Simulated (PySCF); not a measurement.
Sulfur: a sound run and one with changed settings

Sound run: S²⁺ [Ne] 3s2 3p2, S³⁺ [Ne] 3s2 3p1. All numbers are calculated (PySCF 2.14, the spin-free X2C one-electron Hamiltonian (Gaussian nucleus), in cc-pVDZ-DK). In the sound run the correlated levels freeze [Ne]. The sound run starts from symmetry-adapted Hartree-Fock orbitals and uses a fine grid where one is needed.

Changed run: no relativity, point nucleus. This setting is unsound on purpose.

| species | method | sound run (hartree) | changed run (hartree) | converged |
| --- | --- | --- | --- | --- |
| S²⁺ | UHF | -397.40362 | -396.06515 | yes |
| S²⁺ | MN15 | -397.97443 | -396.63741 | yes |
| S²⁺ | PBE0 | -397.81607 | -396.47812 | yes |
| S²⁺ | MP2 | -397.45603 | -396.11762 | yes |
| S²⁺ | CCSD(T) | -397.47824 | -396.13998 | yes |
| S³⁺ | UHF | -396.14957 | -394.81110 | yes |
| S³⁺ | MN15 | -396.69029 | -395.35302 | yes |
| S³⁺ | PBE0 | -396.53490 | -395.19689 | yes |
| S³⁺ | MP2 | -396.19066 | -394.85227 | yes |
| S³⁺ | CCSD(T) | -396.21173 | -394.87355 | yes |

Ionisation energy of S²⁺:

```csv
method,sound run (eV),changed run (eV)
UHF,34.124,34.124
MN15,34.943,34.950
PBE0,34.863,34.864
MP2,34.432,34.432
SCS-MP2,34.355,34.354
CCSD,34.456,34.454
CCSD(T),34.464,34.461
```

Most of the change in total energy is the relativistic energy itself. On top of that the contraction fixes the core shape for the Hamiltonian it was made with, so the changed run is not a good calculation with the other Hamiltonian either.

For comparison, NIST gives 34.86 ± 0.04 eV between the lowest levels.
